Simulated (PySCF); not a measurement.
HfO⁺: frontier orbitals

PBE0 at R = 1.692 Å; PySCF, scalar-relativistic core potentials, basis sets Hf def2-TZVPPD with ECP60, O def2-TZVPPD. State: ²Σ⁺ (doublet), unpaired electrons σ ↑. Only the outer orbitals are listed, counted within each symmetry, core potentials removing the inner ones.

```
spin  orbital  occ.  ε (eV)  on Hf (%)           main shells (%)
   α       3σ     1  -44.95         90                   90 Hf p
   α       1π     1  -44.36        100                  100 Hf p
   α       1π     1  -44.36        100                  100 Hf p
   α       4σ     1  -30.30         22            78 O s, 9 Hf p
   α       2π     1  -15.82         28           72 O p, 25 Hf d
   α       2π     1  -15.82         28           72 O p, 25 Hf d
   α       5σ     1  -15.68         24   66 O p, 23 Hf d, 10 O s
   α       6σ     1  -12.25        101          88 Hf s, 12 Hf d
   α       1δ     0   -9.26        100                  100 Hf d
   α       1δ     0   -9.26        100                  100 Hf d
   α       3π     0   -7.59         87  51 Hf d, 36 Hf p, 13 O p
   β       3σ     1  -44.66         90                   90 Hf p
   β       1π     1  -44.07        100                  100 Hf p
   β       1π     1  -44.07        100                  100 Hf p
   β       4σ     1  -30.38         21           79 O s, 10 Hf p
   β       2π     1  -15.87         25           75 O p, 22 Hf d
   β       2π     1  -15.87         25           75 O p, 22 Hf d
   β       5σ     1  -15.68         23   68 O p, 21 Hf d, 10 O s
   β       6σ     0   -9.40        103          92 Hf s, 11 Hf d
   β       1δ     0   -8.43        100                  100 Hf d
   β       1δ     0   -8.43        100                  100 Hf d
```

Which are the highest filled and the lowest empty level, where do they sit, and how wide is the gap?

Highest filled α 6σ at -12.25 eV (in %: 88 Hf s, 12 Hf d); lowest empty β 6σ at -9.40 eV (in %: 92 Hf s, 11 Hf d); the gap at PBE0 is 2.85 eV.

The bond order (Mayer) is 2.51, the ⟨S²⟩ is 0.753 and the charge on Hf (Mulliken, basis-dependent) is 1.26. The charge on Hf (Löwdin, basis-dependent) is 1.33, the dipole moment (positive dipole points towards O; it is taken about the centre of mass and depends on that origin) is -4.54 D and the polarisability along the bond is 46.3 bohr³. The polarisability across the bond is 51.1 bohr³.

Shares are Mulliken populations and can fall outside 0 to 100 %.

Spin–orbit coupling is left out. With d or f electrons several states lie close, and the lowest PBE0 determinant need not be the measured ground state.
